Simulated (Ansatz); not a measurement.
Cost against result

Saddle point of GaHBrCl$_{3}$, singlet (GaCl₃ ([Cl][Ga]([Cl])[Cl]) + HBr → GaBrCl₂ ([Cl][Ga]([Cl])[Br]) + HCl (still joined by a long Ga–Cl bond); bonds formed: Cl2–H5; dative contacts that become bonds: Ga1–Br6; bonds broken: H5–Br6; bonds weakened to dative contacts: Ga1–Cl2), PBE0-D4/def2-TZVP structure:

Ga1  (-0.459, -0.454, -0.004)
Cl2  (-0.296, 1.696, -0.792)
Cl3  (-0.462, -1.885, -1.570)
Cl4  (-1.759, -0.600, 1.667)
H5  (1.093, 1.226, -0.049)
Br6  (1.884, 0.016, 0.748)
(Å)

Barriers are electronic and count from the start structure reached by relaxing down the imaginary mode.

Computed with Ansatz 0.2.0 (basis: as named in each row); correlated methods freeze the cores. Filled d shells of the heavier atoms are correlated. The def2 sets are not built for correlating such inner shells, so the correlated values are less sure here. B3LYP uses VWN-RPA correlation. Extrapolation: Hartree–Fock as exp(−7.88 √X), correlation as X^−2.97.

Times are rough, for one single point on 8 threads of a shared host (Intel Xeon 6975P-C).

The estimate by CCSD(T) at an estimated basis limit (MP2 extrapolated from triple and quadruple zeta, plus CCSD(T) − MP2 in triple zeta) is 8.15 kcal/mol.

| method | basis | time (s) | barrier (kcal/mol) | method less estimate |
| --- | --- | --- | --- | --- |
| HF | STO-3G | under 1 | 20.84 | 12.68 |
| SPW92 | def2-SVP | under 1 | -3.34 | -11.50 |
| PBE-D4 | def2-SVP | under 1 | 1.41 | -6.75 |
| PBE-D4 | STO-3G | under 1 | 5.37 | -2.78 |
| B3LYP-D4 | 6-31G | under 1 | 10.07 | 1.91 |
| SPW92 | def2-TZVPP | under 1 | -2.31 | -10.47 |
| PBE0-D4 | def2-SVP | under 1 | 4.58 | -3.58 |
| PBE-D4 | def2-TZVPP | under 1 | 1.88 | -6.27 |
| BLYP-D4 | def2-TZVPP | under 1 | 4.83 | -3.32 |
| B3LYP-D4 | def2-TZVPP | 1 | 6.76 | -1.39 |
| BHLYP-D4 | def2-TZVPP | 2 | 10.09 | 1.94 |
| wB97M-V | def2-SVP | 2 | 7.66 | -0.49 |
| CAM-B3LYP-D4 | def2-TZVPP | 2 | 8.28 | 0.13 |
| RPA on PBE | def2-TZVPP | 2 | 8.19 | 0.04 |
| r2SCAN-D4 | def2-TZVPP | 2 | 3.49 | -4.67 |
| PBE0-D4 | def2-TZVPP | 2 | 4.57 | -3.58 |
| r2SCAN0-D4 | def2-TZVPP | 2 | 5.51 | -2.65 |
| B2PLYP | def2-TZVPP | 2 | 7.41 | -0.74 |
| PBE-QIDH | def2-TZVPP | 2 | 6.43 | -1.72 |
| CCSD(T) | def2-SVP | 3 | 10.31 | 2.16 |
| B97M-V | def2-TZVPP | 3 | 7.67 | -0.48 |
| wB97X-V | def2-TZVPP | 3 | 8.84 | 0.69 |
| wB97M-V | def2-TZVPP | 3 | 8.32 | 0.17 |
| MP2 | def2-QZVPP | 8 | 6.45 | -1.71 |
| CCSD(T) | def2-TZVPP | 33 | 8.33 | 0.18 |

All methods are single points on the PBE0-D4 structures; a negative value means that the method puts the saddle structure below the start.

No T1 diagnostic of these runs exceeds 0.010.

Labels in which every atom is bracketed show which atoms are joined, not bond orders.
